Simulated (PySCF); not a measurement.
GaI3, SMILES [I][Ga]([I])[I] (connectivity only; charge and spin as stated), charge +1, multiplicity 2.

Coordinates come from a r2SCAN-D4/def2-SVP optimisation. The multiplicity is an assumed one; no other spin state was optimised. The isomer is the one that the SMILES or the coordinates give; other isomers of the formula were not compared. The def2 effective core potentials stand for the cores of I; spin–orbit coupling is left out.

Method: TDA-ωB97X/def2-SVPD (PySCF 2.14.0).

Vertical excitations; the highest root listed may be one member of a degenerate set. Isolated molecule, no solvent.

```json
[
 {"state": "root 1", "energy (eV)": "0.20", "λ (nm)": "6069", "f": "0.000", "main pairs": "β HOMO−5→LUMO 66 %, β HOMO−3→LUMO 34 %"},
 {"state": "root 2", "energy (eV)": "0.48", "λ (nm)": "2574", "f": "0.013", "main pairs": "β HOMO−1→LUMO 89 %"},
 {"state": "root 3", "energy (eV)": "0.60", "λ (nm)": "2067", "f": "0.000", "main pairs": "β HOMO−2→LUMO 99 %"},
 {"state": "root 4", "energy (eV)": "0.61", "λ (nm)": "2022", "f": "0.030", "main pairs": "β HOMO→LUMO 95 %"},
 {"state": "root 5", "energy (eV)": "1.22", "λ (nm)": "1012", "f": "0.000", "main pairs": "β HOMO−3→LUMO 65 %, β HOMO−5→LUMO 33 %"},
 {"state": "root 6", "energy (eV)": "2.01", "λ (nm)": "615", "f": "0.009", "main pairs": "β HOMO−6→LUMO 85 %"},
 {"state": "root 7", "energy (eV)": "2.19", "λ (nm)": "567", "f": "0.072", "main pairs": "β HOMO−4→LUMO 95 %"},
 {"state": "root 8", "energy (eV)": "3.85", "λ (nm)": "322", "f": "0.002", "main pairs": "α HOMO→LUMO 26 %, β HOMO→LUMO+1 67 %"},
 {"state": "root 9", "energy (eV)": "3.99", "λ (nm)": "311", "f": "0.004", "main pairs": "α HOMO−2→LUMO 13 %, β HOMO−1→LUMO+1 81 %"},
 {"state": "root 10", "energy (eV)": "4.02", "λ (nm)": "309", "f": "0.000", "main pairs": "α HOMO−1→LUMO 54 %, β HOMO−2→LUMO+1 38 %"}
]
```
Unrestricted roots are not spin-pure.
